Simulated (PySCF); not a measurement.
# TDDFT excited states: C7H7N

Species: N-methyleneaniline, C₇H₇N.
SMILES: `C=NC1=CC=CC=C1`

The calculation used PySCF 2.14.0, density-fitted response routines, TDDFT CAM-B3LYP/def2-SVPD, vertical, gas phase, core orbitals frozen in the response. Isolated species at its PBE0-D3(BJ)/def2-SVP geometry (one conformer only). Torsions of this conformer, `[CH2:1]=[N:2][c:3]1[cH:4][cH:5][cH:6][cH:7][cH:8]1`: C1–N2–C3–C4 44°.

Task: Predict the UV-vis stick spectrum at this level.

Result: 

```tsv
state	E (eV)	E (kJ/mol)	λ (nm)	f	main configurations (H = HOMO, L = LUMO)
S1	4.35	420	285.0	0.064	H→L (68%), H-2→L (23%)
S2	5.13	495	241.6	0.0009	H→L+1 (51%), H-1→L (41%)
S3	5.73	553	216.3	0.169	H-2→L (56%), H→L (25%)
S4	6.17	595	201.0	0.154	H-1→L (51%), H→L+1 (38%)
S5	6.37	614	194.8	0.044	H→L+2 (29%), H→L+3 (27%), H-1→L+1 (24%)
S6	6.77	653	183.1	0.154	H→L+2 (55%), H-1→L+1 (24%), H→L+3 (11%)
S7	6.94	669	178.7	0.424	H→L+3 (46%), H-1→L+1 (35%)
S8	7.09	684	175.0	0.0078	H-2→L+1 (69%), H-1→L+3 (14%)
S9	7.29	703	170.1	0.021	H→L+4 (77%)
S10	7.37	711	168.2	0.055	H-1→L+2 (39%), H-3→L (20%), H-1→L+4 (12%)
```

Triplets (Tamm–Dancoff): T1 3.41 eV, H→L (84%); T2 4.17 eV, H-2→L (54%), H-1→L+1 (18%), H→L+3 (11%); T3 4.50 eV, H→L+1 (49%), H-1→L+1 (18%), H-1→L (10%); T4 4.57 eV, H-1→L+1 (36%), H→L+1 (25%), H-2→L (10%).

The lowest singlet comes at 285 nm (420 kJ/mol) in the ultraviolet; it is of moderate strength; its leading configuration is HOMO→LUMO (68%). The most intense listed level is S7 at 6.94 eV (179 nm, f = 0.424), 2.59 eV above S1. Löwdin shares by element: HOMO carbon 44% or more, nitrogen 20% (atoms not listed hold the other 36%); LUMO carbon 44% or more, nitrogen 22% (atoms not listed hold the other 33%). The oscillator strengths of these states sum to 1.094; summed over the whole spectrum of an exact calculation they would give the number of electrons, 56 (Thomas–Reiche–Kuhn). Weighted by f, the mean energy of these states is 6.47 eV. Of the 10 states listed, 8 reach f = 0.01 and none stays under 0.0005. The vertical ionisation energy (ΔSCF) is 8.58 eV, 1.21 eV above S10. The window holds the lowest 10 singlets.

Time: 4.0 min of wall time. Hardware: one thread, x86-64 server, no GPU, on a shared host.
